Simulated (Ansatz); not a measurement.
## Ligand exchange: GaH(CH3)2 + C3H10BN → GaH(CH3)(NH2) + C4H11B

Species: GaH(CH3)2, singlet; C3H10BN `CC(C)BN`, singlet; GaH(CH3)(NH2), singlet; C4H11B `CBC(C)C`, singlet. The partners trade CH3 for NH2: Ga–CH3 and B–NH2 bonds give way to Ga–NH2 and B–CH3.

Shapes, held fixed at every level: PBE0-D4/def2-TZVP. Flexible molecules stand in one conformer, not always the lowest. Programs: Ansatz 0.2.0. Electronic energies: no zero-point or thermal term.

**Question.** Estimate ΔE of this reaction.

**Answer.** The highest level, CCSD(T)/def2-TZVPP, gives ΔE = +71.5 kJ/mol; the levels span +69.3 to +77.4. The column of differences is taken from that level and isn't an error. No measured value is set beside it here. Relativity is left out for Ga. Outer-core shells of Ga are correlated in most correlated rows, in sets that cover them unevenly.

| level | kind | ΔE (kJ/mol) | less CCSD(T)/def2-TZVPP |
| --- | --- | --- | --- |
| HF/def2-SVP | Hartree–Fock | +72.9 | +1.4 |
| SPW92/def2-TZVPP | LDA | +74.1 | +2.6 |
| r2SCAN-D4/def2-TZVPP | meta-GGA | +69.3 | -2.2 |
| PBE0-D4/def2-TZVPP | global hybrid | +73.1 | +1.6 |
| MP2/def2-SVP | perturbation theory | +77.4 | +5.9 |
| CCSD(T)/def2-SVP | coupled cluster or CI | +77.0 | +5.5 |
| CCSD/def2-SVP | coupled cluster or CI | +76.3 | +4.8 |
| CCSD(T)/def2-TZVPP | coupled cluster or CI | +71.5 | 0.0 |
